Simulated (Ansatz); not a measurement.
```yaml
crystal:
  periodic: [false, false, false]
  atoms:
    - {symbol: B, position_ang: [-1.276991, 0.819689, -1.375327]}
    - {symbol: N, position_ang: [-0.254019, 0.116105, -0.390334]}
    - {symbol: C, position_ang: [0.001093, -0.930730, -0.443931]}
    - {symbol: C, position_ang: [0.610568, -1.771202, 0.088789]}
    - {symbol: Si, position_ang: [0.340454, 1.099573, 0.945511]}
    - {symbol: Cl, position_ang: [2.396104, 1.276629, 0.440266]}
    - {symbol: H, position_ang: [-1.976979, -0.139974, -1.846972]}
    - {symbol: H, position_ang: [-1.696663, 2.024950, -1.147153]}
    - {symbol: H, position_ang: [-0.560527, -1.536212, -0.886717]}
    - {symbol: H, position_ang: [0.954332, -3.010056, 0.044263]}
    - {symbol: H, position_ang: [1.558173, -1.490349, 0.936725]}
    - {symbol: H, position_ang: [-0.075927, 2.786018, 1.181783]}
    - {symbol: H, position_ang: [0.315458, 0.495099, 2.297899]}
basis:
  gaussian: {orbitals: cc-pVTZ-DK}
hamiltonian: {xc: {name: B2GP-PLYP}, pseudopotentials: {relativity: none}}
scf: {lower_state_search: off}
output: {forces: true}
```

```sh
$ ansatz run in.yaml --threads 4 --pin off --events-out ev --progress --plain --max-ram 11315MiB
```

It prints (some lines left out):

```
Functional definition: B2GP-PLYP
1636 factors; integrals over basis functions are off by at most 9.0e-4 eV
mean field evaluation 1: about -24701.5990 eV, gradient 6.2e1 eV
mean field evaluation 2: about -24701.9178 eV, gradient 6.2e1 eV
mean field evaluation 4: about -24710.1752 eV, gradient 7.4e0 eV
mean field evaluation 8: about -24710.3291 eV, gradient 5.0e-1 eV
mean field evaluation 16: about -24710.3303 eV, gradient 4.7e-4 eV
mean field -24710.33028350 eV, -908.0878886553 hartree, gradient 3.5e-6 eV, S^2 0.000000; 0 other end points of the search recorded, 0 dependent functions left out
14 core orbitals not correlated: weight in the atoms' cores, before any rotation towards them, 1.000 or more for the frozen orbitals, at most 0.000 for the correlated occupied ones
reference -24710.33043753 eV, -908.0878943157 hartree; 17, 17 occupied and 255, 255 virtual orbitals, 1636 factors
second order -30.00516353 eV of doubles, -0.00000000 eV of singles
WARN: the results are in doubt because the basis set is contracted for relativity, which is off
Total energy: -24721.13229640 eV, -908.4848553074 hartree
Atom 0 at    -1.276991     0.819689    -1.375327 Å, force    -0.675652    -1.649167     3.088867 eV/Å
Atom 1 at    -0.254019     0.116105    -0.390334 Å, force    -9.086261    33.775837     0.123634 eV/Å
Atom 2 at     0.001093    -0.930730    -0.443931 Å, force     1.249431   -18.501328    -5.376735 eV/Å
Atom 3 at     0.610568    -1.771202     0.088789 Å, force    16.131958   -13.225330    12.075679 eV/Å
Atom 4 at     0.340454     1.099573     0.945511 Å, force     1.732317     3.490408     0.735003 eV/Å
Atom 5 at     2.396104     1.276629     0.440266 Å, force    -0.495842     0.140505     0.318674 eV/Å
Atom 6 at    -1.976979    -0.139974    -1.846972 Å, force     1.105121     1.681139    -0.206171 eV/Å
Atom 7 at    -1.696663     2.024950    -1.147153 Å, force     1.181255    -1.906391    -0.709119 eV/Å
Atom 8 at    -0.560527    -1.536212    -0.886717 Å, force    -5.896119    -4.271937    -5.989616 eV/Å
Atom 9 at     0.954332    -3.010056     0.044263 Å, force    -2.424405     3.891412    -0.857707 eV/Å
Atom 10 at     1.558173    -1.490349     0.936725 Å, force    -2.638531    -0.209621    -1.985900 eV/Å
Atom 11 at    -0.075927     2.786018     1.181783 Å, force     0.195147    -3.000048    -0.794347 eV/Å
Atom 12 at     0.315458     0.495099     2.297899 Å, force    -0.378420    -0.215479    -0.422263 eV/Å
Dipole moment:    -0.485979    -0.017997    -0.066057 e Å
In doubt: the basis set is contracted for relativity, which is off
Checks for a lower state left out: starts, cluster_reference, orbital_swaps, neighbouring_geometries, increment
```

It took 15 s on 4 threads of an Intel Xeon Platinum 8488C on a shared host, with 1 GiB of host memory at the peak.
